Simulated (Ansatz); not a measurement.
`C[S][Ge][Cl]`, relaxed with RKS PBE-D4/def2-SVP in Ansatz 0.2.0 from a rough embedded geometry. The force threshold is 0.03 eV/Å; the program also tests the step.

The species carries charge 0 and has multiplicity 1.

Start:

```xyz
7

C     0.507   -0.547   -0.536
S     1.025   -0.012    1.052
Ge   -1.058    0.451    1.686
Cl   -1.729    2.206    0.597
H     1.404   -0.935   -1.148
H    -0.192   -1.430   -0.510
H     0.042    0.267   -1.141
```

Task: By how much does the energy fall, and how many steps does the optimiser take? (Estimate.)

Result: Computed: 73.32 kJ/mol, in 17 steps, 2 of them rejected.

Task: Which bonds change most? (Estimate.)

Result: Ansatz gave: C1–S2 from 1.754 to 1.828 Å; Ge3–Cl4 from 2.172 to 2.236 Å; C1–H5 from 1.153 to 1.107 Å; S2–Ge3 from 2.226 to 2.256 Å.

Task: Give the relaxed structure. (Estimate.)

Result: Computed: 
```xyz
7

C     0.439   -0.591   -0.623
S     0.622   -0.568    1.196
Ge   -0.668    1.047    2.100
Cl   -1.625    1.929    0.281
H     1.438   -0.441   -1.075
H     0.046   -1.582   -0.923
H    -0.253    0.207   -0.956
```
